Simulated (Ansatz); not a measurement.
C$_{2}$H$_{5}$GaOSe. Total charge 0; spin multiplicity 1. The bonds changed during the relaxation, so this is another structure than the one it started from. Geometry: relaxed with PBE0-D4/def2-TZVP. It is one conformer, not always the lowest.

```xyz
10

O    -0.165   -0.656    1.889
C    -0.548   -0.401    0.647
Se   -0.623   -1.810   -0.609
C    -0.638    0.910    0.229
Ga    0.874    0.078   -1.259
H     0.056   -1.595    1.957
H    -0.420    1.702    0.937
H    -1.292    1.139   -0.602
H     2.258   -0.075   -0.557
H     0.497    0.708   -2.633
```

(1) What is the dipole moment at r2SCAN/def2-TZVPP? (Estimate.)

(2) And with PBE, B3LYP, ωB97M-V? (An estimate is asked.)

(3) Give the Mulliken charges with r2SCAN, B3LYP, ωB97M-V in def2-TZVPP. (Estimate.)

## Answers

(1) Ansatz gave: 1.36 D, with components (-0.17, 0.40, 1.29) D in this frame, pointing from negative to positive charge.

(2) The calculation gave: PBE 1.30 D, B3LYP 1.20 D, ωB97M-V 1.22 D.

(3) The calculation gave: 
```tsv
atom	r2SCAN	B3LYP	ωB97M-V
O1	-0.25	-0.23	-0.22
C2	0.24	0.21	0.18
Se3	-0.26	-0.23	-0.22
C4	-0.34	-0.36	-0.40
Ga5	0.23	0.21	0.18
H6	0.24	0.22	0.21
H7	0.11	0.12	0.13
H8	0.15	0.16	0.18
H9	-0.06	-0.05	-0.02
H10	-0.05	-0.04	-0.01
```

B3LYP here is the variant with VWN-RPA as its local correlation; programs differ in this.
